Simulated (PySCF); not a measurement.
Vertical excitations of a molecule C2H6BFO2 from TDA-LC-ωPBE/def2-SVPD (PySCF), as energy in eV (oscillator strength): 8.60 (0.018), 8.70 (0.014), 8.88 (0.012), 9.28 (0.022), 9.41 (0.002), 9.50 (0.233), 9.53 (0.010), 9.70 (0.000), 9.78 (0.050), 9.80 (0.021). Lowest triplet (TDA): 7.96 eV. Coordinates come from a PBE-D3(BJ)/def2-SVP optimisation. Other conformers were not sampled.

Problem. Pick the molecule that these values belong to.
A. C[C@@H](O)B(O)F
B. COB(O)CF
C. OCB(O)CF
D. C[C@@H](F)B(O)O

Solution. B, COB(O)CF
